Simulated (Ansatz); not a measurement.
All values below come from frozen-core CCSD(T)/cc-pVTZ // CAM-B3LYP-D3(BJ)/def2-TZVP run with Ansatz (a program for electronic structure).

Ansatz 0.2 input:
```yaml
crystal:
  periodic: [false, false, false]
  atoms:
    - { symbol: B, position_ang: [-0.575624, -0.072363, -0.004585] }
    - { symbol: S, position_ang: [1.091213, -0.627861, 0.139263] }
    - { symbol: H, position_ang: [-0.83198, 1.06694, -0.206471] }
    - { symbol: H, position_ang: [-1.413742, -0.903862, 0.112536] }
    - { symbol: H, position_ang: [1.730134, 0.537145, -0.040742] }
basis:
  gaussian: { orbitals: cc-pVTZ }
correlation:
  method: ccsd_t
```

Output:

```
Functional definition: HF
597 factors; integrals over basis functions are off by at most 1.6e-3 eV
mean field evaluation 1: about -11536.8033 eV, gradient 1.3e1 eV
mean field evaluation 2: about -11536.8064 eV, gradient 1.3e1 eV
mean field evaluation 4: about -11537.6409 eV, gradient 1.4e0 eV
mean field evaluation 8: about -11537.6504 eV, gradient 9.7e-4 eV
mean field evaluation 16: about -11537.6503 eV, gradient 8.5e-2 eV
mean field -11537.65037328 eV, -424.0008307176 hartree, gradient 4.4e-6 eV, S^2 0.000000; 0 other end points of the search recorded, 0 dependent functions left out
6 core orbitals not correlated
reference -11537.65037328 eV, -424.0008307176 hartree; 6, 6 occupied and 94, 94 virtual orbitals, 597 factors
second order -7.78068662 eV of doubles, -0.00000000 eV of singles
cycle   1  -8.40396221 eV  change   -6.2e-1 eV  update   6.7e-2
cycle   2  -8.64778916 eV  change   -2.4e-1 eV  update   2.1e-2
cycle   3  -8.68566036 eV  change   -3.8e-2 eV  update   1.1e-2
cycle   4  -8.68194799 eV  change    3.7e-3 eV  update   4.3e-3
cycle   5  -8.68108814 eV  change    8.6e-4 eV  update   1.7e-3
cycle   6  -8.68111458 eV  change   -2.6e-5 eV  update   4.5e-4
cycle   7  -8.68120848 eV  change   -9.4e-5 eV  update   9.4e-5
cycle   8  -8.68122616 eV  change   -1.8e-5 eV  update   2.6e-5
cycle   9  -8.68122029 eV  change    5.9e-6 eV  update   7.6e-6
perturbative correction -0.35466091 eV, -0.0130335480 hartree
Total energy: -11546.68625448 eV, -424.3328932270 hartree
```

Cost: around 4 core-seconds (rough).
